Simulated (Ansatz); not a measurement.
Method: B3LYP-D3(BJ)/def2-TZVP run with Ansatz (a first-principles code). No frequencies were computed at this level.

Ansatz 0.2 input:
```yaml
crystal:
  periodic: [false, false, false]
  atoms:
    - { symbol: B, position_ang: [1.171849, -0.780657, -0.274046] }
    - { symbol: N, position_ang: [-0.000027, -0.000028, -0.000008] }
    - { symbol: B, position_ang: [-1.231659, -0.650964, 0.342155] }
    - { symbol: B, position_ang: [0.059914, 1.431619, -0.067803] }
    - { symbol: H, position_ang: [2.172223, -0.245377, -0.557589] }
    - { symbol: H, position_ang: [1.118773, -1.9473, -0.213581] }
    - { symbol: H, position_ang: [-2.185666, -0.010196, 0.558662] }
    - { symbol: H, position_ang: [-1.273735, -1.818086, 0.402383] }
    - { symbol: H, position_ang: [1.067974, 1.957741, -0.340121] }
    - { symbol: H, position_ang: [-0.899643, 2.063248, 0.149947] }
basis:
  gaussian: { orbitals: def2-tzvp }
hamiltonian:
  xc: b3lyp
  dispersion: d3bj
relax:
  max_steps: 150
```

Output:

```
Functional definition: B3LYP
926 factors; their error is unknown
mean field evaluation 1: about -3612.9636 eV, gradient 5.7e1 eV
mean field evaluation 2: about -3603.9579 eV, gradient 8.2e1 eV
mean field evaluation 4: about -3619.6323 eV, gradient 1.9e0 eV
mean field evaluation 8: about -3619.6342 eV, gradient 1.8e-2 eV
mean field -3619.63422908 eV, -133.0191044426 hartree, gradient 5.6e-5 eV, S^2 0.000000; 0 other end points of the search recorded, 0 dependent functions left out
reference -3619.63449926 eV, -133.0191143714 hartree; 14, 14 occupied and 146, 146 virtual orbitals, 926 factors
relax step   1: F+E_penalty+E_count = -3619.92812067 eV  Δ(F+E_penalty+E_count) = +0.000e0 eV  max|allowed force component| = 5.177e-1 eV/Å  Δτ_max = 0.0000 Å  (25 SCF iters, accepted)
these checks for a lower state are left out or cut short: starts, cluster_reference, orbital_swaps, neighbouring_geometries, increment
926 factors; their error is unknown
mean field evaluation 16: about -3619.6785 eV, gradient 2.9e-3 eV
mean field -3619.66926732 eV, -133.0203920739 hartree, gradient 1.8e-5 eV, S^2 0.000000; 0 other end points of the search recorded, 0 dependent functions left out
reference -3619.66953872 eV, -133.0204020480 hartree; 14, 14 occupied and 146, 146 virtual orbitals, 926 factors
relax step   2: F+E_penalty+E_count = -3619.96210908 eV  Δ(F+E_penalty+E_count) = -3.399e-2 eV  max|allowed force component| = 1.445e-1 eV/Å  Δτ_max = 0.0175 Å  (30 SCF iters, accepted)
these checks for a lower state are left out or cut short: starts, cluster_reference, orbital_swaps, neighbouring_geometries, increment
926 factors; their error is unknown
mean field -3619.67306704 eV, -133.0205317111 hartree, gradient 1.8e-5 eV, S^2 0.000000; 0 other end points of the search recorded, 0 dependent functions left out
reference -3619.67333900 eV, -133.0205417056 hartree; 14, 14 occupied and 146, 146 virtual orbitals, 926 factors
relax step   3: F+E_penalty+E_count = -3619.96539958 eV  Δ(F+E_penalty+E_count) = -3.290e-3 eV  max|allowed force component| = 2.989e-2 eV/Å  Δτ_max = 0.0082 Å  (31 SCF iters, accepted)
these checks for a lower state are left out or cut short: starts, cluster_reference, orbital_swaps, neighbouring_geometries, increment
926 factors; their error is unknown
mean field evaluation 32: about -3619.6731 eV, gradient 8.9e-4 eV
mean field -3619.67312716 eV, -133.0205339206 hartree, gradient 2.0e-5 eV, S^2 0.000000; 0 other end points of the search recorded, 0 dependent functions left out
reference -3619.67339913 eV, -133.0205439153 hartree; 14, 14 occupied and 146, 146 virtual orbitals, 926 factors
relax step   4: F+E_penalty+E_count = -3619.96545723 eV  Δ(F+E_penalty+E_count) = -5.766e-5 eV  max|allowed force component| = 1.145e-3 eV/Å  Δτ_max = 0.0025 Å  (23 SCF iters, accepted)
926 factors; their error is unknown
mean field -3619.67312716 eV, -133.0205339206 hartree, gradient 2.3e-5 eV, S^2 0.000000; 1 other end points of the search recorded, 0 dependent functions left out
reference -3619.67339913 eV, -133.0205439153 hartree; 14, 14 occupied and 146, 146 virtual orbitals, 926 factors
Total energy: -3619.96572920 eV, -133.0312868474 hartree
Atom 0 at     1.180114    -0.785942    -0.274639 Å, force    -0.001021     0.000700     0.000166 eV/Å
Atom 1 at     0.000028    -0.000009     0.000026 Å, force    -0.000033     0.000017     0.000070 eV/Å
Atom 2 at    -1.240060    -0.655350     0.344195 Å, force     0.000940     0.000579    -0.000371 eV/Å
Atom 3 at     0.059985     1.441279    -0.069522 Å, force    -0.000375    -0.001145    -0.000086 eV/Å
Atom 4 at     2.194128    -0.232498    -0.557269 Å, force     0.000727    -0.000540     0.000076 eV/Å
Atom 5 at     1.115763    -1.971900    -0.213264 Å, force     0.000771    -0.000394    -0.000114 eV/Å
Atom 6 at    -2.203988     0.004783     0.566636 Å, force    -0.000530    -0.000464     0.000424 eV/Å
Atom 7 at    -1.274175    -1.842893     0.398751 Å, force    -0.000748    -0.000271    -0.000021 eV/Å
Atom 8 at     1.088210     1.967168    -0.353397 Å, force    -0.000005     0.000751    -0.000203 eV/Å
Atom 9 at    -0.920001     2.075361     0.158482 Å, force     0.000274     0.000768     0.000058 eV/Å
Dipole moment:     0.000010    -0.000002     0.000013 e Å
```

Cost: around 30 core-seconds (rough).
